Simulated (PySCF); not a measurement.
# Working out the ionisation energy of Co⁺

Co⁺ [Ar] 3d8 (3F) → Co²⁺ [Ar] 3d7 (4F). Calculation: PySCF 2.14, in aug-cc-pVDZ-DK (7s6p4d2f, 59 functions); the spin-free X2C one-electron Hamiltonian (Gaussian nucleus). Frozen: [Ar]. Energies in hartree (1 hartree = 27.21139 eV):

| part | Co⁺ (lower) | Co²⁺ (upper) |
| --- | --- | --- |
| UHF | -1391.575160 | -1391.051544 |
| MP2 opposite-spin | -0.150436 | -0.084652 |
| MP2 same-spin | -0.094932 | -0.067567 |

Task: What does Hartree-Fock give?

Result: (-1391.051544) − (-1391.575160) = 0.523616 hartree = 14.248 eV.

Task: What do MP2 and SCS-MP2 (6/5 opposite-spin, 1/3 same-spin) give?

Result: The opposite-spin parts differ by 1.790 eV and the same-spin parts by 0.745 eV. MP2: 14.248 + (1.790) + (0.745) = 16.783 eV. SCS-MP2: 14.248 + 1.2 × (1.790) + (0.745)/3 = 16.644 eV.

A first-order spin-orbit estimate adds -0.012 eV to MP2 (valence), giving 16.771 eV against 17.084 eV (measured; NIST Atomic Spectra Database, ionization energies).

A double-zeta basis recovers only part of the correlation energy.

What remains against the reference includes basis incompleteness, the frozen core and correlation beyond second order.
